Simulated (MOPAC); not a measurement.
MOPAC input (AM1):

```
AM1 1SCF UHF MS=0.5 GEO-OK AUX(PRECISION=9) THREADS=1
HOS

S    -0.05714100 1   -0.00577200 1   -0.46752000 1
O    -0.03762100 1   -0.03658900 1    1.03750800 1
H     1.21521700 1    0.38506800 1   -0.81973700 1
```

From the output:

```
                                                       MOPAC v23.2.5 Linux

          FINAL HEAT OF FORMATION =        -15.82665 KCAL/MOL =     -66.21869 KJ/MOL

          COSMO AREA              =         68.84 SQUARE ANGSTROMS
          COSMO VOLUME            =         51.54 CUBIC ANGSTROMS

          IONIZATION POTENTIAL    =          9.926024 EV
          ALPHA SOMO LUMO (EV)    =         -9.926  0.573
          BETA  SOMO LUMO (EV)    =        -10.752 -0.457
          NO. OF ALPHA ELECTRONS  =          7
          NO. OF BETA  ELECTRONS  =          6
          MOLECULAR WEIGHT        =         49.0673         POINT GROUP:  Cs

          MOLECULAR DIMENSIONS (Angstroms)

            Atom       Atom       Distance
            H     3    O     2     2.27964
            O     2    S     1     0.88050
            O     2    S     1     0.00000

          SCF CALCULATIONS        =          1

   ATOM   CHEMICAL          X               Y               Z
  NUMBER   SYMBOL      (ANGSTROMS)     (ANGSTROMS)     (ANGSTROMS)

     1       S         -0.05714100  *  -0.00577200  *  -0.46752000  *
     2       O         -0.03762100  *  -0.03658900  *   1.03750800  *
     3       H          1.21521700  *   0.38506800  *  -0.81973700  *

                             CARTESIAN COORDINATES

   1    S       -0.057141000    -0.005772000    -0.467520000
   2    O       -0.037621000    -0.036589000     1.037508000
   3    H        1.215217000     0.385068000    -0.819737000

           Empirical Formula: H O S  =     3 atoms

      MOLECULAR POINT GROUP   :   Cs

          ALPHA EIGENVALUES
 -36.36602 -20.06639 -16.96461 -15.64625 -13.99064 -11.28050  -9.92602   0.57288
   1.79677

           BETA EIGENVALUES
 -34.96747 -19.06487 -16.48809 -13.33388 -12.90173 -10.75229  -0.45661   0.89401
   2.56283

              NET ATOMIC CHARGES AND DIPOLE CONTRIBUTIONS

  ATOM NO.   TYPE          CHARGE      No. of ELECS.   s-Pop       p-Pop
    1          S           0.634778        5.3652     1.81133     3.55389
    2          O          -0.525843        6.5258     1.94363     4.58221
    3          H          -0.108935        1.1089     1.10894
 DIPOLE           X         Y         Z       TOTAL
 POINT-CHG.    -0.715    -0.127    -3.617     3.689
 HYBRID         1.070     0.299     0.929     1.448
 SUM            0.355     0.172    -2.688     2.717

          ATOMIC ORBITAL ELECTRON POPULATIONS

     Atom    s        px        py        pz
    1  S   1.81133   1.09294   1.41926   1.04169
    2  O   1.94363   1.87237   1.57524   1.13459
    3  H   1.10894

                    (SZ)    =    0.500000
                    (S**2)  =    0.759163

          ATOMIC ORBITAL SPIN POPULATIONS

    Atom   Total    s     px     py     pz
         Atomic
    1  S  0.6438  0.015  0.103  0.507  0.019
    2  O  0.4345  0.009  0.049  0.416 -0.040
    3  H -0.0783 -0.078

 **********************
 *                    *
 * JOB ENDED NORMALLY *
 *                    *
 **********************

 == MOPAC DONE ==
```

The geometry given is a B3LYP-D3(BJ)/def2-TZVP minimum.
